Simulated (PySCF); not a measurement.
C$_{4}$H$_{8}$O, charge -1, doublet, at a GFN2-xTB geometry (a state made from the parent by changing its charge; the spin is typed, not shown lowest) (in this run its highest filled SCF level lies above zero, so its values depend strongly on the basis, on diffuse functions most of all); R2SCAN/3-21G run with PySCF.

The PySCF input:
```python
from pyscf import gto, scf, dft

mol = gto.Mole()
mol.atom = '''
    C     1.789616    0.607370   -0.177484
    C     0.836877   -0.343228    0.593321
    C    -0.585416   -0.385536    0.073627
    C    -1.395020    0.866739    0.369640
    O    -0.897984   -1.150200   -0.946666
    H     2.815315    0.560840    0.206518
    H     1.439813    1.635704   -0.095729
    H     1.796552    0.329602   -1.229111
    H     1.259942   -1.352352    0.532575
    H     0.844227   -0.032887    1.651484
    H    -1.075464    1.763920   -0.201119
    H    -1.329792    1.132601    1.433959
    H    -2.443059    0.692106    0.120124
'''
mol.basis = '3-21g'
mol.charge = -1
mol.spin = 1
mol.verbose = 4
mol.symmetry = True
mol.build()

mf = dft.UKS(mol)
mf.xc = 'r2scan'
mf.kernel()
mf.analyze()
```

Q: What does PySCF print? Leave out banner, timings and long lists.

A: 
```
PySCF version 2.14.0

[INPUT] verbose = 4
[INPUT] num. atoms = 13
[INPUT] num. electrons = 41
[INPUT] charge = -1
[INPUT] spin (= nelec alpha-beta = 2S) = 1
[INPUT] symmetry True subgroup None
[INPUT] Mole.unit = angstrom
[INPUT] Symbol           X                Y                Z      unit          X                Y                Z       unit  Magmom
[...]
nuclear repulsion = 173.489886988366
point group symmetry = C1
symmetry origin: [0. 0. 0.]
symmetry axis x: [1. 0. 0.]
symmetry axis y: [0. 1. 0.]
symmetry axis z: [0. 0. 1.]
num. orbitals of irrep A = 61
number of shells = 41
number of NR pGTOs = 99
number of NR cGTOs = 61
basis = 3-21g
ecp = {}

******** <class 'pyscf.dft.uks.UKS'> ********
method = UKS
initial guess = minao
damping factor = 0
level_shift factor = 0
DIIS = <class 'pyscf.scf.diis.CDIIS'>
diis_start_cycle = 1
diis_space = 8
diis_damp = 0
SCF conv_tol = 1e-09
SCF conv_tol_grad = None
SCF max_cycles = 50
direct_scf = True
direct_scf_tol = 1e-13
number electrons alpha = 21  beta = 20
XC library pyscf.dft.libxc version 7.1.2
    S. Lehtola, C. Steigemann, M. J. T. Oliveira, and M. A. L. Marques,  SoftwareX 7, 1–5 (2018)
XC functionals = r2scan
    J. W. Furness, A. D. Kaplan, J. Ning, J. P. Perdew, and J. Sun,  J. Phys. Chem. Lett. 11, 8208–8215 (2020)
    J. W. Furness, A. D. Kaplan, J. Ning, J. P. Perdew, and J. Sun,  J. Phys. Chem. Lett. 11, 9248–9248 (2020)
    J. W. Furness, A. D. Kaplan, J. Ning, J. P. Perdew, and J. Sun,  J. Phys. Chem. Lett. 11, 8208–8215 (2020)
    J. W. Furness, A. D. Kaplan, J. Ning, J. P. Perdew, and J. Sun,  J. Phys. Chem. Lett. 11, 9248–9248 (2020)
radial grids:
    Treutler-Ahlrichs [JCP 102, 346 (1995); DOI:10.1063/1.469408] (M4) radial grids

becke partition: Becke, JCP 88, 2547 (1988); DOI:10.1063/1.454033
pruning grids: <function nwchem_prune>
grids dens level: 3
symmetrized grids: True
atomic radii adjust function: <function treutler_atomic_radii_adjust>
small_rho_cutoff = 0
Set gradient conv threshold to 3.16228e-05
tot grids = 149024
init E= -231.002335995671

cycle= 1 E= -230.778579945293  delta_E= 0.224  |g|= 0.662  |ddm|= 2.44
cycle= 2 E= -227.825196586313  delta_E= 2.95  |g|= 2.02  |ddm|= 11.9
cycle= 3 E= -230.900447091787  delta_E= -3.08  |g|= 0.369  |ddm|= 11.8
cycle= 4 E= -230.970456711409  delta_E= -0.07  |g|= 0.133  |ddm|= 0.807
cycle= 5 E= -230.979961415985  delta_E= -0.0095  |g|= 0.0295  |ddm|= 0.272
cycle= 6 E= -230.980510220094  delta_E= -0.000549  |g|= 0.0175  |ddm|= 0.12
[...]
converged SCF energy = -230.980661021045  <S^2> = 0.75334194  2S+1 = 2.0033392
Total Energy =                        -230.980661021045478
[...]
spin_pop of  4 O 2s        0.00656
spin_pop of  4 O 3s       -0.00006
spin_pop of  4 O 2px       0.06854
spin_pop of  4 O 2py       0.14212
spin_pop of  4 O 2pz       0.17564
spin_pop of  4 O 3px       0.00002
spin_pop of  4 O 3py       0.00040
spin_pop of  4 O 3pz       0.00047
spin_pop of  5 H 1s        0.01232
spin_pop of  5 H 2s        0.00205
spin_pop of  6 H 1s       -0.00216
spin_pop of  6 H 2s        0.00010
spin_pop of  7 H 1s       -0.00263
spin_pop of  7 H 2s       -0.00017
spin_pop of  8 H 1s        0.01250
spin_pop of  8 H 2s        0.00026
spin_pop of  9 H 1s        0.00902
spin_pop of  9 H 2s       -0.00004
spin_pop of  10 H 1s        0.06696
spin_pop of  10 H 2s        0.00388
spin_pop of  11 H 1s        0.00829
spin_pop of  11 H 2s       -0.00006
spin_pop of  12 H 1s        0.00952
spin_pop of  12 H 2s        0.00006
 ** Mulliken Spin Density (per atom)  **
spin density of  0 C =      0.05143
spin density of  1 C =     -0.01723
spin density of  2 C =      0.47938
spin density of  3 C =     -0.02716
spin density of  4 O =      0.39368
spin density of  5 H =      0.01437
spin density of  6 H =     -0.00206
spin density of  7 H =     -0.00279
spin density of  8 H =      0.01277
spin density of  9 H =      0.00898
spin density of  10 H =      0.07084
spin density of  11 H =      0.00824
spin density of  12 H =      0.00958
 ** Mulliken pop alpha/beta on meta-lowdin orthogonal AOs **
 ** Mulliken pop       alpha | beta **
In total            21.00000 | 20.00000
 ** Mulliken atomic charges   ( Nelec_alpha | Nelec_beta ) **
charge of  0C =     -0.31096  (     3.18119      3.12977 )
charge of  1C =     -0.19499  (     3.08888      3.10611 )
charge of  2C =     -0.02244  (     3.25091      2.77153 )
charge of  3C =     -0.32619  (     3.14952      3.17667 )
charge of  4O =     -0.59627  (     4.49497      4.10130 )
charge of  5H =      0.04805  (     0.48316      0.46879 )
charge of  6H =      0.07656  (     0.46069      0.46275 )
charge of  7H =      0.08402  (     0.45659      0.45938 )
charge of  8H =      0.06016  (     0.47630      0.46354 )
charge of  9H =      0.04252  (     0.48323      0.47425 )
charge of  10H =      0.02332  (     0.52376      0.45292 )
charge of  11H =      0.04798  (     0.48013      0.47189 )
charge of  12H =      0.06824  (     0.47067      0.46109 )

WARN: System has nonzero charge -1; the dipole moment is origin-dependent.
Location of origin: [0. 0. 0.]

Dipole moment(X, Y, Z, Debye):  2.41719,  2.39134,  1.46836
```
